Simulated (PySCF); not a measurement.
An unknown is described by computed data only.

Formula: C3H11ClS2Si2.

| Property | Result |
| --- | --- |
| 1H NMR | chemical shifts (computed TMS as zero) by class: 5.32 (1 H), 4.71 (3 H), 3.82 (1 H), 3.76 (1 H), 1.15 (1 H), 1.14 (1 H), 1.11 (3 H) ppm [GIAO PBE0/pcSseg-1] |
| NMR, other nuclei | isotropic shieldings of nuclei other than C and H, by class: 331 (1 Si), 404 (1 Si), 602 (1 S), 650 (1 S), 944 (1 Cl) ppm [GIAO PBE0/pcSseg-1] |
| Rotational structure | rotational constants A, B, C: 1.285, 0.451, 0.381 GHz [GFN2-xTB] |
| Dipole | 1.74 D [PBE0/pcSseg-1] |
| 13C NMR | chemical shifts (computed TMS as zero) by class: 35.3 (1 C), 15.9 (1 C), 9.3 (1 C) ppm [GIAO PBE0/pcSseg-1] |

Electronic properties: PySCF, gas phase, density fitting. Levels stand in brackets. Isolated species at its GFN2-xTB geometry (one conformer only). NMR classes are plain means over equivalent atoms (diastereotopic ones count apart unless rotation or inversion swaps them), as if these changed places fast.

Question: Give a SMILES that accounts for the data.

Answer: Numbering: `[CH3:1][CH2:2][Si@@H:3]([Cl:4])[S:5][CH2:6][S:7][SiH3:8]`. Its formula, C3H11ClS2Si2, gives 0 degrees of unsaturation, so no ring and no π bond. 3 carbons fall into 3 classes; from least to most shielded: sp3 carbon bound to sulfur [C6] (35.3 ppm), sp3 carbon bound to silicon [C2] (15.9 ppm), methyl carbon [C1] (9.3 ppm). Hydrogen classes from least to most shielded: 1 H on a chlorine-bound silicon, Si3 (5.32 ppm), 3 H on an SiH3 silicon, Si8 (4.71 ppm, a mean of values up to 0.7 ppm apart in this geometry), 1 H on an sp3 carbon bound to sulfur, C6 (3.82 ppm), 1 H on an sp3 carbon bound to sulfur, C6 (3.76 ppm), 1 H on an sp3 carbon bound to silicon, C2 (1.15 ppm), 1 H on an sp3 carbon bound to silicon, C2 (1.14 ppm), 3 H on a methyl carbon, C1 (1.11 ppm, a mean of values up to 0.5 ppm apart in this geometry). The other shieldings belong to: 331 ppm, chlorine-bound silicon [Si3]; 404 ppm, SiH3 silicon [Si8]; 602 ppm, sulfur bonded to C and Si [S5]; 650 ppm, sulfur bonded to C and Si [S7]; 944 ppm, silicon-bound chlorine [Cl4]. The optimised geometry has point group C1 and is an asymmetric top. Structure: `CC[Si@@H](Cl)SCS[SiH3]`. The assignments are read from this structure; whether some other isomer fits the data as well wasn't checked. The mirror image fits equally.

Shape of the structure used: `[CH3:1][CH2:2][Si@@H:3]([Cl:4])[S:5][CH2:6][S:7][SiH3:8]`: C1–C2–Si3–Cl4 -174°, C2–Si3–S5–C6 -70°, Si3–S5–C6–S7 -169°, S5–C6–S7–Si8 61°.
